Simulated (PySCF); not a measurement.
## Electronic structure of Pd⁺ (palladium, charge +1) at the UHF level

Configuration: [Kr] 4d9, 2D determinant. Computed with PySCF 2.14 in cc-pVDZ-PP with ECP28MDF, with scalar relativity through the core potential.

```json
{
  "Total energy": "-126.376248 hartree",
  "One-electron energy": "-220.2473 hartree",
  "Hartree (Coulomb) energy": "105.6943 hartree",
  "Exchange energy": "-11.8232 hartree",
  "⟨S²⟩": "0.7558",
  "⟨L²⟩": "6.035",
  "Sum of ⟨r⟩": "21.41 bohr",
  "Sum of ⟨r²⟩": "32.50 bohr²",
  "Traceless quadrupole moment −½Σ⟨3z² − r²⟩ along its main axis": "-0.693 e·bohr²",
  "Time after the integrals": "0.11 s of wall time on 1 thread of Neoverse-V2 (shared host)"
}
```

```json
{"shell": "4s α", "electrons": "1", "mean orbital energy (hartree)": "-4.32956", "spread (hartree)": "0", "rms radius, mean of both spins (bohr)": "1.02"}
{"shell": "4s β", "electrons": "1", "mean orbital energy (hartree)": "-4.25589", "spread (hartree)": "0", "rms radius, mean of both spins (bohr)": "1.02"}
{"shell": "4p α", "electrons": "3", "mean orbital energy (hartree)": "-2.89543", "spread (hartree)": "0.06281", "rms radius, mean of both spins (bohr)": "1.13"}
{"shell": "4p β", "electrons": "3", "mean orbital energy (hartree)": "-2.80458", "spread (hartree)": "0.04168", "rms radius, mean of both spins (bohr)": "1.13"}
{"shell": "4d α", "electrons": "5", "mean orbital energy (hartree)": "-0.77584", "spread (hartree)": "0.07406", "rms radius, mean of both spins (bohr)": "1.59"}
{"shell": "4d β", "electrons": "4", "mean orbital energy (hartree)": "-0.73512", "spread (hartree)": "0.05535", "rms radius, mean of both spins (bohr)": "1.59"}
```

Energies and moments cover only the electrons outside the core potential.
